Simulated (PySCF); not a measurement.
Species: C5H6ClF.
Structure used (PBE0-D3(BJ)/def2-SVP), in Å, numbered top down from 1:
```
atom  x, y, z in Å
C1     2.5337   -0.2908   -0.7985
C2     1.5914    0.0434    0.0970
Cl3    2.0942    0.6263    1.6563
C4     0.1681   -0.0642   -0.1836
C5    -0.9035    0.2064    0.5800
C6    -2.3230    0.0531    0.1731
F7    -0.7919    0.6583    1.8260
H8     3.5952   -0.2017   -0.5664
H9     2.2416   -0.6591   -1.7842
H10   -0.0596   -0.4296   -1.1874
H11   -2.8371   -0.6481    0.8503
H12   -2.4100   -0.3155   -0.8559
H13   -2.8450    1.0203    0.2539
```

The closed-shell ground state was solved at several levels (PySCF, density fitting, gas phase, non-relativistic).

| level | basis functions | HOMO (eV) | LUMO (eV) | gap (eV) | dipole (D) |
| --- | --- | --- | --- | --- | --- |
| CAM-B3LYP/pcSseg-2 | 343 | -7.88 | -0.01 | 7.87 | 2.99 |
| PBE0/pcSseg-1 | 156 | -6.65 | -1.02 | 5.63 | 2.99 |

Q: What might PBE0/def2-SVPD (198 basis functions) give for the same quantities?

A: HOMO -6.69 eV, LUMO -1.11 eV, gap 5.58 eV, dipole 2.98 D.

Q: Over all these levels, which gives the widest orbital gap and which the narrowest?

A: CAM-B3LYP/pcSseg-2 (range-separated hybrid) has the widest, 7.87 eV, and PBE0/def2-SVPD (global hybrid, 25 % exact exchange) the narrowest, 5.58 eV. Functional and basis both differ between the two, so the spread mixes both effects.

Q: How far do the dipole and the HOMO energy spread over the levels?

A: The dipole runs from 2.98 to 2.99 D (mean 2.99 D) and the HOMO from -7.88 to -6.65 eV.

One conformer stands for the species.
